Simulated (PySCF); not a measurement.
Species: C₉H₁₃N.
Geometry (PBE0-D3(BJ)/def2-SVP, Å), atoms numbered from 1 in this order:
```
atom  x, y, z in Å
C1    -2.6783    0.3759    0.5539
C2    -1.9350    0.0400   -0.7331
N3    -0.7492   -0.7639   -0.5453
C4    -0.9063   -2.1926   -0.5013
C5     0.4349   -0.1984   -0.1160
C6     1.5444   -1.0067    0.2177
C7     2.7491   -0.4403    0.6218
C8     2.9023    0.9404    0.7214
C9     1.8098    1.7477    0.4083
C10    0.5982    1.2004    0.0027
H11   -2.0327    0.9336    1.2490
H12   -3.0105   -0.5401    1.0668
H13   -3.5686    0.9895    0.3458
H14   -2.6018   -0.5075   -1.4182
H15   -1.6641    0.9632   -1.2697
H16   -0.1730   -2.7052   -1.1477
H17   -1.9074   -2.4553   -0.8675
H18   -0.7992   -2.6091    0.5188
H19    1.4705   -2.0921    0.1583
H20    3.5846   -1.1016    0.8668
H21    3.8492    1.3784    1.0427
H22    1.8950    2.8350    0.4852
H23   -0.2289    1.8740   -0.2199
```

All values: PBE0/pcSseg-1 (PySCF, non-relativistic), on one gas-phase PBE0-D3(BJ)/def2-SVP geometry that isn't relaxed in the solvent. The solvent is an IEF-PCM continuum (van der Waals radii × 1.2). Specific hydrogen bonds and non-electrostatic terms are outside this model.

| run | E − E(gas) (kJ/mol) | HOMO (eV) | HOMO–LUMO gap (eV) | dipole (D) |
| --- | --- | --- | --- | --- |
| gas | 0.00 | -5.47 | 5.54 | 2.15 |
| P | -14.04 | -5.51 | 5.45 | 2.74 |
| Q | -8.49 | -5.48 | 5.48 | 2.51 |
| R | -20.16 | -5.55 | 5.42 | 2.96 |

**Question.** The runs were made in benzene, chloroform and methanol. Which run belongs to which solvent?

**Answer.** P = chloroform, Q = benzene, R = methanol. The dielectric constants are 2.271 (benzene), 4.711 (chloroform), 32.61 (methanol), and the energy falls further as ε rises. In this model the ground state sees the solvent through ε alone.

**Question.** How constant is the ratio of the lowering to (ε − 1)/(2ε + 1)?

**Answer.** 
| solvent | (ε − 1)/(2ε + 1) | E − E(gas) (kJ/mol) | ratio (kJ/mol) | polarisation term (kJ/mol) |
| --- | --- | --- | --- | --- |
| benzene | 0.229 | -8.49 | -37.0 | -9.06 |
| chloroform | 0.356 | -14.04 | -39.4 | -15.59 |
| methanol | 0.477 | -20.16 | -42.2 | -23.38 |

The ratio changes by +14.1 % in size from benzene to methanol. The polarisation term is half the interaction of the solute with the induced surface charges.

Time: 65 s. Hardware: one thread of an Arm Neoverse V1, no GPU, on a shared host. This is the whole shielding run at PBE0/pcSseg-1 in methanol, SCF included.
